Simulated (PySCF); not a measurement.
# Electron affinity of Tl by level of theory

Tl⁻ [Xe] 4f14 5d10 6s2 6p2 (3P) → Tl [Xe] 4f14 5d10 6s2 6p1 (2P), as a difference of total energies. Calculation: PySCF 2.14, in aug-cc-pwCVTZ-DK3 with one added diffuse shell each of s, d, f type (12s10p9d6f1g, 138 functions); the spin-free X2C one-electron Hamiltonian (Gaussian nucleus). Correlated levels: valence: [Xe] 4f14 5d10 frozen; valence and next inner shell: [Kr] 4d10 4f14 frozen. The calculations carry no spin-orbit coupling.

```
                                method  electron affinity (eV)
                                   UHF                  -0.015
                                   LDA                   0.597
                                   PBE                   0.477
                         MP2 (valence)                   0.239
                     SCS-MP2 (valence)                   0.149
    MP2 (valence and next inner shell)                   0.292
SCS-MP2 (valence and next inner shell)                   0.168
```

Problem. Estimate what r2SCAN gives.

Solution. 0.475 eV, closest to PBE among the rows shown.

Problem. Estimate what PBE0 gives.

Solution. 0.412 eV, closest to PBE among the rows shown.

Spin-orbit coupling is strong in these open shells (close to jj coupling). The scalar numbers leave it out and a first-order estimate fails, so it can dominate the gap to the real levels.

A negative affinity means that the anion lies above the atom at that level of theory.

In the anion the highest occupied orbital energy is positive at LDA, PBE, PBE0, r2SCAN, a self-interaction effect; the basis confines that electron, and the energy difference can still be sensible.

For comparison: 0.320 eV (measured; photodetachment measurements, as compiled on the Wikipedia data page of electron affinities).
